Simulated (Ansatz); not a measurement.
`[CH3][Sn]([Cl])([Cl])[O]C(F)(F)F`. The species carries charge 0 and has multiplicity 1. Sn takes the def2 core potential.

Cartesian coordinates in Å:
```
C 1.404 -0.081 1.183
Sn -0.460 -0.923 0.668
Cl -0.357 -3.026 -0.252
Cl -2.008 -0.982 2.361
O -1.424 0.171 -0.695
C -0.766 0.946 -1.528
F -0.305 2.070 -0.939
F 0.332 0.334 -2.046
F -1.531 1.317 -2.546
H 1.238 0.953 1.480
H 1.829 -0.653 2.006
H 2.048 -0.127 0.307
```

Q: List the harmonic frequencies (cm⁻¹, unscaled) at PBE0-D4/def2-TZVP in Ansatz. (An estimate is asked.)

A: Ansatz gave: 20, 27, 64, 79, 103, 108, 124, 130, 142, 319, 383, 396, 438, 500, 554, 625, 654, 708, 801, 802, 947, 1134, 1211, 1235, 1338, 1442, 1444, 3082, 3193, 3195.

Q: Is this a minimum?

A: Yes, all 30 modes are real.

Q: Give the ideal-gas thermochemistry at 298.15 K and 1 bar (rigid rotor, harmonic oscillator; point group C1, symmetry number 1).

A: Zero-point energy 150.7 kJ/mol; H(298) − E = 184.9 kJ/mol; entropy 492.6 J/(mol·K), of which translation 179.6, rotation 131.2, vibration 181.9; G(298) − E = 38.0 kJ/mol. Modes under 100 cm⁻¹ are hindered rotations or soft bends, so the harmonic entropy is rough.

Q: And at 400, 500, 600, 800 and 1000 K?

A: 
| T (K) | H − E (kJ/mol) | S (J/mol/K) | G − E (kJ/mol) |
| --- | --- | --- | --- |
| 400 | 202.8 | 544.2 | -14.9 |
| 500 | 222.3 | 587.7 | -71.5 |
| 600 | 243.3 | 625.9 | -132.3 |
| 800 | 288.3 | 690.6 | -264.1 |
| 1000 | 336.2 | 743.9 | -407.7 |

Q: Rotational constants (cm⁻¹)?

A: 0.0374, 0.01836, 0.01623.
